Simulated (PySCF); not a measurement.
UHF on Ca⁺ (calcium, charge +1)

Configuration: [Ar] 4s1, 2S determinant. Computed with PySCF 2.14 in x2c-TZVPall, with the spin-free X2C one-electron Hamiltonian (Gaussian nucleus).

```json
{"Total energy": "-679.431358 hartree", "One-electron energy": "-925.5258 hartree", "Hartree (Coulomb) energy": "281.4393 hartree", "Exchange energy": "-35.3449 hartree", "⟨S²⟩": "0.7502", "⟨L²⟩": "0.000", "Sum of ⟨r⟩": "16.48 bohr", "Sum of ⟨r²⟩": "31.11 bohr²", "Langevin diamagnetic susceptibility": "-24.6 ×10⁻⁶ cm³/mol", "Time after the integrals": "0.05 s of wall time on 1 thread of Neoverse-V2 (shared host)"}
```

```json
{"shell": "1s α", "electrons": "1", "mean orbital energy (hartree)": "-150.35853", "rms radius, mean of both spins (bohr)": "0.0888"}
{"shell": "1s β", "electrons": "1", "mean orbital energy (hartree)": "-150.35601", "rms radius, mean of both spins (bohr)": "0.0888"}
{"shell": "2s α", "electrons": "1", "mean orbital energy (hartree)": "-17.21023", "rms radius, mean of both spins (bohr)": "0.393"}
{"shell": "2s β", "electrons": "1", "mean orbital energy (hartree)": "-17.20578", "rms radius, mean of both spins (bohr)": "0.393"}
{"shell": "2p α", "electrons": "3", "mean orbital energy (hartree)": "-13.88299", "rms radius, mean of both spins (bohr)": "0.362"}
{"shell": "2p β", "electrons": "3", "mean orbital energy (hartree)": "-13.88162", "rms radius, mean of both spins (bohr)": "0.362"}
{"shell": "3s α", "electrons": "1", "mean orbital energy (hartree)": "-2.50872", "rms radius, mean of both spins (bohr)": "1.24"}
{"shell": "3s β", "electrons": "1", "mean orbital energy (hartree)": "-2.49713", "rms radius, mean of both spins (bohr)": "1.24"}
{"shell": "3p α", "electrons": "3", "mean orbital energy (hartree)": "-1.58368", "rms radius, mean of both spins (bohr)": "1.38"}
{"shell": "3p β", "electrons": "3", "mean orbital energy (hartree)": "-1.57915", "rms radius, mean of both spins (bohr)": "1.38"}
{"shell": "4s α", "electrons": "1", "mean orbital energy (hartree)": "-0.41821", "rms radius, mean of both spins (bohr)": "3.95"}
```

Densities and radii are taken from the X2C orbitals without a picture-change correction, which distorts them close to the nucleus.
